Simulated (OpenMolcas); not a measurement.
**Computed levels of W4+**

| Property | Result |
| --- | --- |
| Program | OpenMolcas |
| Method | CASSCF |
| Basis | ANO-RCC-VQZP [9s8p6d4f3g2h] |
| Scalar Hamiltonian | DKH2, point nucleus |
| Active space | 2 electrons in 5 orbitals (5d) |
| State averaging | 2S+1 = 3 even, 10 roots; 2S+1 = 1 even, 15 roots |
| Spin-orbit coupling | RASSI with atomic mean-field integrals over the reference wave functions, term energies averaged over their components |

Spin-free terms above the lowest, with the occupations of the reference:

```json
{"Configuration": "5d2", "Term": "3F", "E (cm-1)": "0.0", "Occupations": "5d 2.00"}
{"Configuration": "5d2", "Term": "1D", "E (cm-1)": "10692", "Occupations": "5d 2.00"}
{"Configuration": "5d2", "Term": "3P", "E (cm-1)": "12135", "Occupations": "5d 2.00"}
{"Configuration": "5d2", "Term": "1G", "E (cm-1)": "16302", "Occupations": "5d 2.00"}
{"Configuration": "5d2", "Term": "1S", "E (cm-1)": "40777", "Occupations": "5d 2.00"}
```

With spin-orbit coupling, above the lowest level:

```csv
Configuration,Term,J,E (cm-1),Measured (cm-1),g,Term weight %,Second
5d2,3F,2,0.0,0.0,0.693,92,7 1D
5d2,3F,3,6072,,1.084,100,
5d2,3F,4,11565,11519,1.235,94,6 1G
5d2,3P,0,14878,12839,,95,5 1S
5d2,1D,2,16049,,1.180,54,40 3P
5d2,3P,1,18207,16331,1.501,100,
5d2,1G,4,24740,22346,1.015,94,6 3F
5d2,3P,2,24995,22615,1.294,60,39 1D
5d2,1S,0,50178,43110,,95,5 3P
```

Against the 6 measured excited levels shown (the list in J. Phys. B 45, 065001 (2012)) the mean absolute deviation is 2600 cm-1; the largest miss in energy is 5d2 1S0: computed 50178, measured 43110 cm-1 (+16.4 %).

Spin-orbit coupling puts the lowest level 7644 cm-1 below the lowest spin-free term.

A least-squares Racah fit to the terms below 60000 cm-1, each weighted by 2L + 1 and with a free common offset, gives B = 807 cm-1 and C = 3295 cm-1 (C/B = 4.08), with an rms deviation of 27 cm-1.

For 3F the intervals divided by the larger J are 2024.2, 1373.2 cm-1. Landé's interval rule makes them equal in pure LS coupling; they differ by 38 % of their mean. The multiplet is regular.

Without dynamic correlation excited terms often stand tens of per cent too high (terms of higher spin than the ground term too low), and those without a measured partner can miss by more than the paired ones. Computed and measured levels are paired by configuration, term and J; levels that our copy of the source lacks, or whose pairing is in doubt (as where it misses far off the trend of its configuration), stay unpaired and out of the deviations. Only configurations of the active space appear.

The term weight is that of the spin-free term in the level, not the purity of its configuration.
